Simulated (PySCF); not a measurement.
# Level sweep

Species: m-toluidine, C7H9N.
SMILES: `Nc1cc(C)ccc1`

PySCF, dipoles from the SCF density, polarisabilities from static response with core orbitals frozen. Geometry: PBE0-D3(BJ)/def2-SVP; no solvent, vibrations or thermal averaging.

The anisotropy is √(½[(α1 − α2)² + (α2 − α3)² + (α3 − α1)²]).

```
              level  μ (D)  α (au)  anisotropy (au)
      LDA/def2-SVPD  1.631   96.62            59.05
      PBE/def2-SVPD  1.616   95.56            58.89
    B3LYP/def2-SVPD  1.528   93.43            56.23
     PBE0/def2-SVPD  1.538   92.46            55.56
BHandHLYP/def2-SVPD  1.456   90.52            53.15
CAM-B3LYP/def2-SVPD  1.478   91.90            54.32
  wB97X-D/def2-SVPD  1.489   92.10            53.68
  LC-wPBE/def2-SVPD  1.464   89.66            52.44
       HF/def2-SVPD  1.403   87.89            49.28
        PBE0/6-31G*  1.675   76.23            64.57
      PBE0/def2-SVP  1.710   80.44            59.33
       PBE0/6-31+G*  1.571   89.35            53.36
   PBE0/aug-cc-pVDZ  1.516   95.31            55.39
```

The dipole runs from 1.40 D (HF/def2-SVPD) to 1.71 D (PBE0/def2-SVP). No reference polarisability is at hand; against PBE0 in the largest diffuse basis at hand (aug-cc-pVDZ) the other PBE0 rows deviate by 6-31G* -20%, def2-SVP -16%, 6-31+G* -6%, def2-SVPD -3%. In one basis (def2-SVPD) the functionals order the polarisability from HF (lowest) to LDA (highest), a spread of 10%. With PBE0 the polarisability is 78.34 au without diffuse functions (mean of 6-31G* and def2-SVP) and 92.37 au with them (mean of 6-31+G*, def2-SVPD and aug-cc-pVDZ).
